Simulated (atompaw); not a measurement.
S PAW (atompaw): all-electron and pseudo phase curves

S (Z = 16), PAW, made with atompaw 4.2.0.5 (PBE, non-relativistic). Core [Ne], reference 3s2 3p4. Waves: 3s (bound): rc 1.65 bohr; 3s channel at -0.2 Ry: rc 1.10 bohr; 3p (bound): rc 1.65 bohr; 3p channel at 0.05 Ry: rc 1.65 bohr. Local part: troulliermartins scheme with l = 2 at 0 Ry, radius 1.40 bohr. Core correction: smooth core density matched at 1.45 bohr. Augmentation charge: sinc compensation charge, radius 1.55 bohr; PAW radius 1.65 bohr; waves and projectors: custom rrkj vanderbiltortho.

The phase is arctan(r·u′/u) with u = r·R(r), unwrapped; energies in Ry, scanned from -3 to 5 Ry. A pole is an energy at which the radial function vanishes at the test radius. The pseudo phase is shifted by a multiple of π to meet the all-electron one at the reference energy, and phase errors are pseudo minus all-electron; the curves can meet again beyond the range given. Levels narrower than the energy grid can be missing from the lists of poles.

For each channel, where are the poles, and over which energies does the pseudopotential scatter like the atom?

| channel | radius (bohr) | reference energy (Ry) | poles, all-electron | poles, pseudo | unbroken range about the reference energy with phases within 0.05 rad | phase error 1 Ry above the reference energy (rad) |
| --- | --- | --- | --- | --- | --- | --- |
| s | 1.66 | -1.26 | 2.63 | 2.53 | below 3.9 | -0.000 |
| p | 1.66 | -0.52 | 3.77 | 3.74 | the whole range | -0.000 |

Phases in the s channel:

| E (Ry) | all-electron | pseudo |
| --- | --- | --- |
| -3.00 | 0.872 | 0.871 |
| -2.76 | 0.784 | 0.783 |
| -2.52 | 0.669 | 0.669 |
| -2.28 | 0.519 | 0.519 |
| -2.04 | 0.324 | 0.324 |
| -1.80 | 0.080 | 0.080 |
| -1.56 | -0.194 | -0.194 |
| -1.32 | -0.464 | -0.464 |
| -1.08 | -0.695 | -0.695 |
| -0.84 | -0.878 | -0.878 |
| -0.60 | -1.018 | -1.018 |
| -0.36 | -1.125 | -1.125 |
| -0.12 | -1.209 | -1.209 |
| 0.12 | -1.274 | -1.274 |
| 0.36 | -1.327 | -1.327 |
| 0.60 | -1.371 | -1.371 |
| 0.84 | -1.408 | -1.408 |
| 1.08 | -1.439 | -1.440 |
| 1.32 | -1.466 | -1.467 |
| 1.56 | -1.490 | -1.492 |
| 1.80 | -1.511 | -1.514 |
| 2.04 | -1.530 | -1.534 |
| 2.28 | -1.548 | -1.552 |
| 2.52 | -1.564 | -1.570 |
| 2.76 | -1.579 | -1.588 |
| 3.00 | -1.593 | -1.605 |
| 3.24 | -1.606 | -1.623 |
| 3.48 | -1.619 | -1.643 |
| 3.72 | -1.631 | -1.665 |
| 3.96 | -1.643 | -1.693 |
| 4.20 | -1.654 | -1.731 |
| 4.44 | -1.666 | -1.794 |
| 4.68 | -1.677 | -1.930 |
| 4.92 | -1.689 | -2.485 |
